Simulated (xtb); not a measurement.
F$_{4}$MoO, singlet, geometry from GFN2-xTB (such geometries of metal compounds can be far from the true shape); GFN1-xTB (xtb 6.7.1).

Input for xtb:
```
$ xtb mol.xyz --gfn 1 --chrg 0 --uhf 0 --json

# file mol.xyz
6

Mo     0.06147091    -0.03387881     0.05793728
O      1.14984763    -0.63372208     1.08374922
F     -1.12609422     0.62063073    -1.06136126
F      0.00314904     1.59071839     0.78506936
F      1.03705102    -0.28749738    -1.41017703
F     -1.22305687    -1.20244210     0.45276230
```

The log (banner, timings and long lists left out):

```
   ID    Z sym.   atoms
    1   42 Mo     1
    2    8 O      2
    3    9 F      3-6

           -------------------------------------------------
          |                Calculation Setup                |
           -------------------------------------------------

           -------------------------------------------------
          |                 G F N 1 - x T B                 |
           -------------------------------------------------

          ...................................................
          :                      SETUP                      :
          :.................................................:
          :  # basis functions                  30          :
          :  # atomic orbitals                  29          :
          :  # shells                           13          :
          :  # electrons                        40          :
          :  # halogen bonds                     0          :
          :  max. iterations                   250          :
          :  Hamiltonian                  GFN1-xTB          :
          :  restarted?                      false          :
          :  GBSA solvation                  false          :
          :  PC potential                    false          :
          :  electronic temp.          300.0000000     K    :
          :  accuracy                    1.0000000          :
          :  -> integral cutoff          0.2500000E+02      :
          :  -> integral neglect         0.1000000E-07      :
          :  -> SCF convergence          0.1000000E-05 Eh   :
          :  -> wf. convergence          0.2000000E-04 e    :
          :  Broyden damping             0.4000000          :
          :  net charge                          0          :
          :  unpaired electrons                  0          :
          ...................................................

 iter      E             dE          RMSdq      gap      omega  full diag
   1    -27.5044820 -0.275045E+02  0.116E+01    7.82       0.0  T
   2    -27.6272104 -0.122728E+00  0.467E+00    5.40       1.0  T
   3    -27.6299452 -0.273478E-02  0.257E+00    6.18       1.0  T
   4    -27.6332337 -0.328855E-02  0.738E-01    5.54       1.0  T
   5    -27.6363571 -0.312337E-02  0.104E-01    5.90       1.0  T
   6    -27.6363877 -0.306316E-04  0.158E-02    5.87       2.6  T
   7    -27.6363864  0.132046E-05  0.226E-02    5.87       1.8  T
   8    -27.6363878 -0.144809E-05  0.892E-04    5.87      45.8  T
   9    -27.6363878 -0.155555E-08  0.132E-05    5.87    3092.4  T
  10    -27.6363878 -0.994760E-13  0.808E-06    5.87    5051.2  T

   *** convergence criteria satisfied after 10 iterations ***

         :::::::::::::::::::::::::::::::::::::::::::::::::::::
         ::                     SUMMARY                     ::
         :::::::::::::::::::::::::::::::::::::::::::::::::::::
         :: total energy             -27.563047622824 Eh    ::
         :: gradient norm              0.060982655175 Eh/a0 ::
         :: HOMO-LUMO gap              5.865272906293 eV    ::
         ::.................................................::
         :: SCC energy               -27.636387842948 Eh    ::
         :: -> electrostatic           0.314210254740 Eh    ::
         :: repulsion energy           0.074961199289 Eh    ::
         :: dispersion energy         -0.001620979165 Eh    ::
         :: halogen bond corr.         0.000000000000 Eh    ::
         :: add. restraining           0.000000000000 Eh    ::
         :: total charge               0.000000000000 e     ::
         :::::::::::::::::::::::::::::::::::::::::::::::::::::

           -------------------------------------------------
          |                Property Printout                |
           -------------------------------------------------

    * Orbital Energies and Occupations

         #    Occupation            Energy/Eh            Energy/eV
      -------------------------------------------------------------
         1        2.0000           -0.8876095             -24.1531
       ...           ...                  ...                  ...
         8        2.0000           -0.5897049             -16.0467
         9        2.0000           -0.5884846             -16.0135
        10        2.0000           -0.5884846             -16.0135
        11        2.0000           -0.5795961             -15.7716
        12        2.0000           -0.5759740             -15.6730
        13        2.0000           -0.5759740             -15.6730
        14        2.0000           -0.5694119             -15.4945
        15        2.0000           -0.5545400             -15.0898
        16        2.0000           -0.5497971             -14.9607
        17        2.0000           -0.5497971             -14.9607
        18        2.0000           -0.5397032             -14.6861
        19        2.0000           -0.5397032             -14.6861
        20        2.0000           -0.5289755             -14.3942 (HOMO)
        21                         -0.3134307              -8.5289 (LUMO)
        22                         -0.3134307              -8.5289
        23                         -0.2693588              -7.3296
        24                         -0.2693588              -7.3296
        25                         -0.1215494              -3.3075
        26                          0.0717933               1.9536
        27                          0.0717933               1.9536
        28                          0.1329577               3.6180
        29                          0.4297632              11.6945
      -------------------------------------------------------------
                  HL-Gap            0.2155448 Eh            5.8653 eV
             Fermi-level           -0.4212031 Eh          -11.4615 eV

  Mulliken/CM5 charges         n(s)   n(p)   n(d)
     1Mo    2.47922  3.25697   0.591  1.033  1.897
     2O    -0.70763 -0.97852   1.682  5.025  0.000
     3F    -0.47680 -0.60940   1.796  5.680  0.000
     4F    -0.43160 -0.55635   1.798  5.633  0.000
     5F    -0.43160 -0.55635   1.798  5.633  0.000
     6F    -0.43160 -0.55635   1.798  5.633  0.000

Wiberg/Mayer (AO) data.
largest (>0.10) Wiberg bond orders for each atom

 ---------------------------------------------------------------------------
     #   Z sym  total        # sym  WBO       # sym  WBO       # sym  WBO
 ---------------------------------------------------------------------------
     1  42 Mo   5.544 --     2 O    1.938     6 F    0.926     4 F    0.926
                             5 F    0.926     3 F    0.829
     2   8 O    2.102 --     1 Mo   1.938
     3   9 F    0.957 --     1 Mo   0.829
     4   9 F    1.028 --     1 Mo   0.926
     5   9 F    1.028 --     1 Mo   0.926
     6   9 F    1.028 --     1 Mo   0.926
 ---------------------------------------------------------------------------

Topologies differ in total number of bonds
Writing topology from bond orders to xtbtopo.mol

 dipole moment from electron density (au)
     X       Y       Z
  -0.5069   0.2794  -0.4778  total (Debye):    1.908

           -------------------------------------------------
          | TOTAL ENERGY              -27.563047622824 Eh   |
          | GRADIENT NORM               0.060982655175 Eh/α |
          | HOMO-LUMO GAP               5.865272906293 eV   |
           -------------------------------------------------

normal termination of xtb
```
